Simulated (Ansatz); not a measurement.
Geometry optimisation, UKS B3LYP-D4/def2-SVP (Ansatz 0.2.0).

Input:

```yaml
crystal:
  periodic: [false, false, false]
  atoms:
    - { symbol: B, position_ang: [0.6602, 0.0998, -0.0213] }
    - { symbol: Br, position_ang: [-1.2746, 1.0784, 0.9588] }
    - { symbol: H, position_ang: [1.0506, 0.802, -0.8568] }
    - { symbol: H, position_ang: [1.2618, -0.4093, 0.8292] }
    - { symbol: H, position_ang: [-1.3292, -0.5388, -0.1968] }
    - { symbol: F, position_ang: [-0.3688, -1.0321, -0.7132] }
magnetization:
  spin_polarized: true
basis:
  gaussian: { orbitals: def2-SVP }
hamiltonian:
  xc: b3lyp
  dispersion: d4
relax:
  f_tol: 0.15
  max_steps: 25
  restrain:
    - { distance: [0, 5], at: 2.71, k: 30.0 }
    - { distance: [4, 1], at: 2.81, k: 30.0 }
    - { distance: [0, 1], at: 2.04, k: 30.0 }
    - { distance: [4, 5], at: 0.88, k: 30.0 }
```

Command:

```bash
$ ansatz run input.yaml --threads 2 --pin off --max-ram 3072MiB --backend cpu --events-out ev --progress --plain --runs-dir out
```

**Question.** Where does it end, and by what steps?

**Answer.** The run converged. The restraints hold the end off the free minimum. After 6 steps the energy has fallen by 0.583 eV (the restraints' own energy left out); F6 moved furthest, 0.60 Å. Joined: H5–F6 (1.20 → 0.91 Å).

```
step  energy less start (eV)  largest force component (eV/Å)  accepted
   0                  0.0000                           2.236       yes
   1                 -0.1675                           2.220       yes
   2                 -0.3502                           1.902       yes
   3                 -0.4979                           1.235       yes
   4                 -0.4959                           0.940       yes
   5                 -0.5749                           0.973       yes
   6                 -0.5829                           0.981       yes
```

```xyz
6
Properties=species:S:1:pos:R:3
B 0.745 0.491 0.255
Br -0.924 1.273 1.042
H 1.104 0.949 -0.790
H 1.328 -0.303 0.932
H -1.478 -0.999 -0.514
F -0.776 -1.410 -0.926
```

The run took 12 s on 2 threads of AMD EPYC 9R14 (Zen 4) (shared host), peak memory 0.22 GiB.
